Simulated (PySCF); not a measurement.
**Bond length, frequency and bond energy of InF⁻ by level of theory**

State: ²Π (doublet), unpaired electrons π ↑. Set-up: In aug-cc-pVDZ-PP with ECP28, F aug-cc-pVDZ; scalar-relativistic core potentials (PySCF 2.14). De refers to In + F⁻ in their high-spin ground configurations, without counterpoise correction. The functionals are run spin-unrestricted. A positive dipole points towards F; it is taken about the centre of mass and depends on that origin.

```json
{"Level": "UHF", "Re (Å)": "2.062", "ωe (cm⁻¹)": "442", "De (eV)": "n/a", "μ (D)": "-1.42", "CPU s a point (SCF and correlation, without the integrals)": "0.17"}
{"Level": "UHF-MP2", "Re (Å)": "2.084", "ωe (cm⁻¹)": "426", "De (eV)": "2.31", "μ (D)": "n/a", "CPU s a point (SCF and correlation, without the integrals)": "0.28"}
{"Level": "UHF-SCS-MP2", "Re (Å)": "2.088", "ωe (cm⁻¹)": "421", "De (eV)": "2.25", "μ (D)": "n/a", "CPU s a point (SCF and correlation, without the integrals)": "n/a"}
{"Level": "UHF-CCSD", "Re (Å)": "2.080", "ωe (cm⁻¹)": "428", "De (eV)": "n/a", "μ (D)": "n/a", "CPU s a point (SCF and correlation, without the integrals)": "n/a"}
{"Level": "UHF-CCSD(T)", "Re (Å)": "2.084", "ωe (cm⁻¹)": "425", "De (eV)": "2.31", "μ (D)": "n/a", "CPU s a point (SCF and correlation, without the integrals)": "9.9"}
{"Level": "LDA", "Re (Å)": "2.067", "ωe (cm⁻¹)": "439", "De (eV)": "2.70", "μ (D)": "-1.58", "CPU s a point (SCF and correlation, without the integrals)": "0.27"}
{"Level": "PBE", "Re (Å)": "2.114", "ωe (cm⁻¹)": "400", "De (eV)": "2.34", "μ (D)": "-1.73", "CPU s a point (SCF and correlation, without the integrals)": "0.5"}
{"Level": "PW91", "Re (Å)": "2.112", "ωe (cm⁻¹)": "401", "De (eV)": "2.35", "μ (D)": "-1.76", "CPU s a point (SCF and correlation, without the integrals)": "0.38"}
{"Level": "r²SCAN", "Re (Å)": "2.082", "ωe (cm⁻¹)": "427", "De (eV)": "2.49", "μ (D)": "-1.54", "CPU s a point (SCF and correlation, without the integrals)": "0.62"}
{"Level": "B3LYP", "Re (Å)": "2.106", "ωe (cm⁻¹)": "406", "De (eV)": "2.21", "μ (D)": "-1.90", "CPU s a point (SCF and correlation, without the integrals)": "0.58"}
{"Level": "PBE0", "Re (Å)": "2.086", "ωe (cm⁻¹)": "421", "De (eV)": "2.35", "μ (D)": "-1.65", "CPU s a point (SCF and correlation, without the integrals)": "0.78"}
{"Level": "CAM-B3LYP", "Re (Å)": "2.091", "ωe (cm⁻¹)": "417", "De (eV)": "2.22", "μ (D)": "-1.85", "CPU s a point (SCF and correlation, without the integrals)": "0.92"}
```

The bond length runs from 2.062 Å (UHF) to 2.114 Å (PBE). De spans 2.21 eV (B3LYP, global hybrid GGA) to 2.70 eV (LDA, local density).

Correlated steps freeze 5 core orbitals. Correlated levels converge slowly with the basis: in double zeta they bind strong bonds too weakly, by up to about 1 eV, and carry superposition errors of some tenths. These are scalar-relativistic numbers at best; spin–orbit coupling would shift them, the dissociation energy most. For an ion De counts to the pair picked by the measured ionisation energies or electron affinities, which need not be the lowest pair at this level. The highest Kohn–Sham level is positive in this anion. Much of that is self-interaction error, but it also means that the finite basis helps to hold the extra electron. The state was picked by a PBE0 search and need not be the measured ground state.

The whole job (state search and all levels along the bond) took about 2.6 min on 1 thread of Oxide Virtual Turin-like (shared host), peak memory 0.7 GiB.
